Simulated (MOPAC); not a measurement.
MOPAC input (MNDO):

```
MNDO 1SCF GEO-OK AUX(PRECISION=9) THREADS=1
F2OS

O     1.36185604 1   -0.14860171 1   -0.35687594 1
S     0.16703457 1   -0.00768004 1    0.40478800 1
F    -0.63440715 1    1.23198408 1   -0.22845242 1
F    -0.87308190 1   -1.08624028 1   -0.17394763 1
```

### Question
What heat of formation does the run end on, and which ionisation energy by Koopmans theorem?

### Answer
-42.00 kcal/mol; 12.64 eV.
